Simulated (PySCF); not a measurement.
**SMILES [C@@H]1(B(F)F)CC[C@@H]1F, C$_{4}$H$_{6}$BF$_{3}$**

Molfile (atoms numbered from 1):
```
C4H6BF3
     RDKit          3D

 14 14  0  0  0  0  0  0  0  0999 V2000
    2.9969    0.3438    0.3040 F   0  0  0  0  0  0  0  0  0  0  0  0
    1.8646    0.0235   -0.2818 B   0  0  0  0  0  0  0  0  0  0  0  0
    1.9335   -0.0435   -1.5929 F   0  0  0  0  0  0  0  0  0  0  0  0
    0.5420   -0.2976    0.5308 C   0  0  2  0  0  0  0  0  0  0  0  0
   -0.5525   -1.0751   -0.2438 C   0  0  0  0  0  0  0  0  0  0  0  0
   -1.3596    0.2219   -0.4061 C   0  0  0  0  0  0  0  0  0  0  0  0
   -0.4496    0.8917    0.6235 C   0  0  2  0  0  0  0  0  0  0  0  0
    0.0525    2.1155    0.2544 F   0  0  0  0  0  0  0  0  0  0  0  0
    0.7896   -0.7096    1.5104 H   0  0  0  0  0  0  0  0  0  0  0  0
   -0.2253   -1.5421   -1.1689 H   0  0  0  0  0  0  0  0  0  0  0  0
   -1.0539   -1.8140    0.3758 H   0  0  0  0  0  0  0  0  0  0  0  0
   -1.2348    0.6730   -1.3875 H   0  0  0  0  0  0  0  0  0  0  0  0
   -2.4166    0.1810   -0.1553 H   0  0  0  0  0  0  0  0  0  0  0  0
   -0.8876    1.0310    1.6152 H   0  0  0  0  0  0  0  0  0  0  0  0
  1  2  1  0
  2  3  1  0
  2  4  1  0
  4  5  1  0
  5  6  1  0
  6  7  1  0
  7  8  1  0
  7  4  1  0
  4  9  1  1
  5 10  1  0
  5 11  1  0
  6 12  1  0
  6 13  1  0
  7 14  1  1
M  END
```

Method: PySCF 2.14.0, TDDFT LC-wPBE/def2-SVPD circular dichroism and optical rotation, one conformer, gas phase. Geometry: GFN2-xTB.

The molecule is flexible and this is one conformer; a measurement averages over conformers.

(1) Draw the ECD and absorption spectra from the lowest 8 states, each a Gaussian of half-width 0.2 eV at 1/e height.

## Answers

(1) 
| E (eV) | λ (nm) | Δε (L mol⁻¹ cm⁻¹) | ε (L mol⁻¹ cm⁻¹) |
| --- | --- | --- | --- |
| 7.67 | 162 | -0.01 | 3.96 |
| 7.77 | 160 | -0.05 | 37.5 |
| 7.87 | 158 | -0.30 | 216 |
| 7.97 | 156 | -1.05 | 754 |
| 8.07 | 154 | -2.27 | 1600 |
| 8.17 | 152 | -3.26 | 2080 |
| 8.27 | 150 | -3.94 | 1730 |
| 8.37 | 148 | -5.13 | 1100 |
| 8.47 | 146 | -5.26 | 864 |
| 8.57 | 145 | -0.16 | 1130 |
| 8.67 | 143 | +10.12 | 1770 |
| 8.77 | 141 | +17.68 | 2230 |
| 8.87 | 140 | +15.87 | 1880 |
| 8.97 | 138 | +9.25 | 1190 |
| 9.07 | 137 | +7.63 | 1240 |
| 9.17 | 135 | +15.34 | 2340 |
| 9.27 | 134 | +26.95 | 3490 |
| 9.37 | 132 | +31.45 | 3680 |
| 9.47 | 131 | +28.14 | 3440 |
| 9.57 | 130 | +27.13 | 3460 |
| 9.67 | 128 | +32.16 | 3080 |

Δε uses R in velocity form, ε uses f in length form. Only the states computed contribute, so the short-wavelength end is incomplete.
